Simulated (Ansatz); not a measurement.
Consider the isomerisation: `C[SiH](Cl)Br` → `ClC[SiH2]Br`.

Computed with Ansatz on PBE0-D4/def2-TZVP structures; ΔE is electronic, products minus reactants. CBS: MP2 limit from def2 TZ/QZ plus the TZ coupled-cluster correction, frozen cores. DFT in def2-TZVPP. B3LYP here is the variant with VWN-RPA as its local correlation; programs differ in this. For Br outer-core shells are correlated without core-valence functions, which leaves a few kJ/mol of doubt a bond. Scalar relativity is left out up to krypton. One conformer a species, not always the lowest.

`C[SiH](Cl)Br`:

Z-matrix (Å, degrees):
```
C
Si 1 1.848
H 1 1.092 2 110.1
H 1 1.092 2 110.4 3 120.0
H 1 1.093 2 110.0 3 -120.0
Cl 2 2.049 1 109.8 3 179.9
Br 2 2.216 1 109.8 3 -60.3
H 2 1.478 1 113.5 3 59.6
```

`ClC[SiH2]Br`:

```xyz
8

Cl   -1.079    1.957   -0.093
C     0.278    0.853   -0.420
Si    0.014   -0.798    0.431
Br   -1.740   -1.822   -0.450
H     0.365    0.735   -1.501
H     1.191    1.325   -0.050
H     1.205   -1.654    0.208
H    -0.232   -0.595    1.876
```

| level | ΔE (kJ/mol) | difference from CCSD(T)/CBS |
| --- | --- | --- |
| r2SCAN-D4 | 189.5 | 5.1 |
| PBE0-D4 | 184.2 | -0.2 |
| B3LYP-D4 | 181.7 | -2.7 |
| ωB97X-V | 181.9 | -2.5 |
| ωB97M-V | 185.9 | 1.5 |
| B2PLYP | 184.4 | 0.0 |
| PBE | 179.5 | -4.9 |
| r2SCAN | 189.4 | 5.0 |
| PBE0 | 184.0 | -0.4 |
| MP2/def2-TZVPP | 189.6 | 5.2 |
| SCS-MP2/def2-TZVPP | 183.5 | -0.9 |
| CCSD/def2-TZVPP | 182.8 | -1.6 |
| CCSD(T)/def2-TZVPP | 182.1 | -2.3 |
| MP2/def2-QZVPP | 191.0 | 6.6 |
| MP2/CBS(def2) | 191.9 | 7.5 |
| CCSD/CBS(def2) | 185.1 | 0.7 |
| CCSD(T)/CBS | 184.4 | 0 |

Largest T1 diagnostic among the species: 0.008.

From PBE to PBE0 (25 % exact exchange), in def2-TZVPP and without D4, ΔE moves by +4.4 kJ/mol.
